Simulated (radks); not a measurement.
Results of a calculation; reference values are marked as such.
Spherical quantum dot in the effective-mass picture: electrons in a hard-walled sphere of radius 2.7, with a point charge +2 (a donor) at the centre, all in effective atomic units (hartree* = m*/eps^2 hartree, bohr* = eps/m* bohr), one dielectric constant everywhere. Level of theory: non-relativistic Kohn-Sham, LDA (Slater exchange, Perdew-Wang correlation), spin-polarised, spherical densities (a radial shooting solver with Libxc functionals). Levels are named by radial order and angular momentum (1s, 1p, 1d, 2s, ...), and open shells are averaged over m. Results are scaled to m* = 0.143 and eps = 15.7, for which hartree* = 15.79 meV and bohr* = 5.81 nm.

N = 34, configuration 1s2 1p6 1d10 2s2 1f14. This is the lowest configuration that the search found. Occupied and some empty levels:

level,occupation,eigenvalue (meV),<r> (nm)
1s,2,248.74,9.571
1p,6,255.92,10.86
1d,10,265.96,11.30
2s,2,270.37,5.943
1f,14,279.42,11.62
1g,0,296.10,11.88
2p,0,302.38,7.844
2d,0,327.20,8.809

Energy (meV): total 4860.07, kinetic 1485.3, external -662.60, Hartree 4397.8, exchange-correlation -360.45.

Electron density:

r (nm),n(r) (e/nm^3)
1.23,0.01069
2.40,0.005030
3.57,0.002510
4.74,0.001447
5.91,0.001172
7.08,0.001424
8.26,0.002080
9.42,0.002960
10.6,0.003716
11.8,0.003805
12.9,0.002846
14.1,0.001206
15.3,0.00008561
